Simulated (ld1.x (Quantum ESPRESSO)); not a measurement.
## Plane-wave convergence, ultrasoft potential for Ho (Z = 67)

- Element: holmium (Ho)
- Generator: ld1.x (Quantum ESPRESSO) 7.5
- Type: ultrasoft
- Functional: PBE
- Relativity: non-relativistic
- Frozen core: [Kr] 4d10
- Valence charge: 21
- Reference configuration: 4f11 5s2 5p6 5d0 6s2 6p0
- Partial waves: 5s (bound): rcut 1.85, rcutus 2.25 bohr; 6s (bound): rcut 1.85, rcutus 2.25 bohr; 5p (bound): rcut 2.10, rcutus 2.60 bohr; 6p (bound, empty): rcut 2.10, rcutus 2.60 bohr; 5d (bound, empty): rcut 3.20, rcutus 3.65 bohr; 5d channel at 0.25 Ry: rcut 3.20, rcutus 3.65 bohr; 4f (bound): rcut 0.80, rcutus 0.90 bohr; 4f channel at 4.8 Ry: rcut 0.80, rcutus 0.90 bohr
- Local potential: all-electron potential smoothed inside 3.25 bohr (lloc = -1)
- Core correction: a·sin(br)/r model core inside 0.70 bohr
- Augmentation charge: PSQ, inside the norm-conserving radii

The pseudo-atom Hamiltonian at the reference potential is diagonalised in spherical Bessel functions j_l(qr) that vanish at 20 bohr, with q² up to the cutoff. All-electron valence levels (Ry): 5s -3.1557, 6s -0.2589, 5p -1.8289, 6p -0.0977, 5d -0.1295, 4f -0.5281.

How do the lowest levels (Ry) of each channel move with the cutoff, and are there ghosts?

```tsv
cutoff (Ry)	s #1	s #2	p #1	p #2	d #1	d #2	f #1	Σ f·Δε (mRy)
8	-3.1481	-0.2427	-1.8143	-0.0812	-0.1294	0.0442	0.0903	6938.4
18	-3.1556	-0.2586	-1.8287	-0.0968	-0.1295	0.0441	0.0903	6805.2
35	-3.1557	-0.2588	-1.8289	-0.0976	-0.1295	0.0441	0.0903	6803.2
55	-3.1558	-0.2589	-1.8289	-0.0976	-0.1295	0.0441	0.0903	6802.8
90	-3.1558	-0.2589	-1.8289	-0.0976	-0.1295	0.0441	0.0899	6798.7
140	-3.1558	-0.2589	-1.8289	-0.0976	-0.1295	0.0441	-0.4906	413.2
230	-3.1558	-0.2589	-1.8289	-0.0976	-0.1295	0.0441	-0.5264	18.5
400	-3.1558	-0.2589	-1.8289	-0.0976	-0.1295	0.0441	-0.5281	0.0
```

Result: no extra level below or beside the all-electron valence levels (s, p, d, f tested); 10 mRy is reached at 260 Ry and 1 mRy at over 300 Ry.

Test run stopped at test 4 of 7 (negative rho), 1 before it not solved.
